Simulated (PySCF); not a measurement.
## Electronic structure of Ga (gallium, neutral) at the UHF level

Configuration: [Ar] 3d10 4s2 4d1, 2D determinant (an excited configuration). Computed with PySCF 2.14 in aug-cc-pwCVDZ-PP with ECP10MDF (6s5p4d1f, 48 functions), with a scalar-relativistic core potential.

```
Total energy                                                  : -258.108379 hartree
One-electron energy                                           : -460.8225 hartree
Hartree (Coulomb) energy                                      : 224.3532 hartree
Exchange energy                                               : -21.6390 hartree
⟨S²⟩                                                          : 0.7504
⟨L²⟩                                                          : 6.001
Sum of ⟨r⟩                                                    : 23.55 bohr
Sum of ⟨r²⟩                                                   : 58.11 bohr²
Traceless quadrupole moment −½Σ⟨3z² − r²⟩ along its main axis : 9.40 e·bohr²
```

| shell | electrons | mean orbital energy (hartree) | spread (hartree) | rms radius, mean of both spins (bohr) |
| --- | --- | --- | --- | --- |
| 3s α | 1 | -6.70878 | 0 | 0.701 |
| 3s β | 1 | -6.70858 | 0 | 0.701 |
| 3p α | 3 | -4.68887 | 0.00025 | 0.739 |
| 3p β | 3 | -4.68841 | 0.00108 | 0.739 |
| 3d α | 5 | -1.28093 | 0.00249 | 0.891 |
| 3d β | 5 | -1.28031 | 0.00118 | 0.891 |
| 4s α | 1 | -0.51053 | 0 | 2.51 |
| 4s β | 1 | -0.50778 | 0 | 2.51 |
| 4d α | 1 | -0.02042 | 0 | 5.77 |

Energies and moments cover only the electrons outside the core potential. The outer electron is Rydberg-like, and this basis confines it to a smaller radius and binds it less than a complete one would.
